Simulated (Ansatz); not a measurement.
`[F][Nb]([Cl])([Cl])([Cl])[Cl]`. The species carries charge 0 and has multiplicity 1. Nb takes the def2 core potential.

| atom | x (Å) | y (Å) | z (Å) |
| --- | --- | --- | --- |
| F1 | 0.8154 | 1.5791 | -0.6567 |
| Nb2 | 0.0250 | 0.0485 | -0.0202 |
| Cl3 | 1.6505 | 0.0330 | 1.6238 |
| Cl4 | -1.6223 | 0.0901 | 1.5226 |
| Cl5 | -1.4994 | 0.2583 | -1.7456 |
| Cl6 | 0.6308 | -2.0090 | -0.7239 |

(1) List the harmonic frequencies (cm⁻¹, unscaled) at PBE0-D4/def2-TZVP in Ansatz. (Best estimate.)

(2) Is this a minimum?

(3) Give the ideal-gas thermochemistry at 298.15 K and 1 bar (rigid rotor, harmonic oscillator; point group C2v, symmetry number 2).

(4) And at 400, 500, 600, 800 and 1000 K?

Results:

(1) Ansatz gave: 56, 74, 152, 174, 174, 176, 265, 342, 410, 420, 451, 708.

(2) Yes, all 12 modes are real.

(3) Zero-point energy 20.3 kJ/mol; H(298) − E = 45.6 kJ/mol; entropy 399.9 J/(mol·K), of which translation 177.9, rotation 120.8, vibration 101.2; G(298) − E = -73.6 kJ/mol. Modes under 100 cm⁻¹ are hindered rotations or soft bends, so the harmonic entropy is rough.

(4) 
```csv
T (K),H − E (kJ/mol),S (J/mol/K),G − E (kJ/mol)
400,57.8,435.1,-116.2
500,70.3,462.8,-161.1
600,83.0,486.0,-208.6
800,108.8,523.2,-309.7
1000,135.0,552.3,-417.4
```
